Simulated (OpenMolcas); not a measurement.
Ti: Racah parameters, the spin-orbit constant, worked from levels

* Program: OpenMolcas 26.06
* Basis: ANO-RCC-VDZP [5s4p2d1f]
* Scalar Hamiltonian: DKH2, point nucleus
* Active space: 2 electrons in 5 orbitals (3d)
* State averaging: 2S+1 = 3 even, 10 roots; 2S+1 = 1 even, 15 roots
* Spin-orbit coupling: RASSI with atomic mean-field integrals over the reference wave functions, term energies averaged over their components

Methods: CASSCF; SS-CASPT2, IPEA 0.25 Eh, imaginary shift 0.1 Eh (closed shells correlated: 3s 3p 4s). Measured levels: NIST Handbook of Basic Atomic Spectroscopic Data.

**Racah parameters.** Above 3F, d2 has 3P at 15B, 1G at 12B + 2C and 1D at 5B + 2C. The first two fix B and C, and the third tests them; where it misses by thousands of cm-1, two parameters do not describe the configuration (Trees and configuration-interaction terms are left out) and B and C hang on the terms chosen. Term energies are centres of gravity, weighted by 2J + 1.

```
   Source     3P     1G    B     C   C/B  1D from B, C  1D found
   CASSCF  12487  15890  832  2950  3.55         10060     10235
SS-CASPT2   9818  13425  655  2785  4.25          8845      6772
 measured   8325  11896  555  2618  4.72          8011      7033
```

Energies in cm-1. From CASSCF to SS-CASPT2, B changes by -21.3 % and C by -5.6 %. Against the measured terms, SS-CASPT2 has B off by +18.0 % and C by +6.4 %.

**The spin-orbit constant.** For the Hund term 3F of d2, E(J) = (A/2) J(J+1) + constant and ζ = 2S·A = 2A. From J = 2 to J = 4 the energy changes by 7 A.

```
   Source  E(4) - E(2)     A    ζ
   CASSCF        413.5  59.1  118
SS-CASPT2        414.9  59.3  119
 measured        386.9  55.3  111
```

All in cm-1. SS-CASPT2 is off by +7.2 % and CASSCF by +6.9 %. Both methods take the spin-orbit matrix elements from the reference wave functions, so the second can move ζ only through the term energies and any multistate remixing. Second-order mixing with other terms is absorbed into this ζ.

CASPT2 breaks the degeneracy within a term, and the mean is taken; among the terms shown or strongly mixed into the levels shown the widest spread is 840 cm-1 (3d2 4s2 3F, SS-CASPT2). With the s shell closed, the reference lacks s² → p², s² → d² and s → d mixing, so excited terms can stand far too high and out of order, with CASPT2 too. Without dynamic correlation excited terms often stand tens of per cent too high (terms of higher spin than the ground term too low), and those without a measured partner can miss by more than the paired ones (holds for CASSCF). Some terms miss by over 15 % even with CASPT2, which points to a basis or an active space too small for the shells correlated (holds for SS-CASPT2). Computed and measured levels are paired by configuration, term and J; levels that our copy of the source lacks, or whose pairing is in doubt (as where it misses far off the trend of its configuration), stay unpaired and out of the deviations. Only configurations of the active space appear.
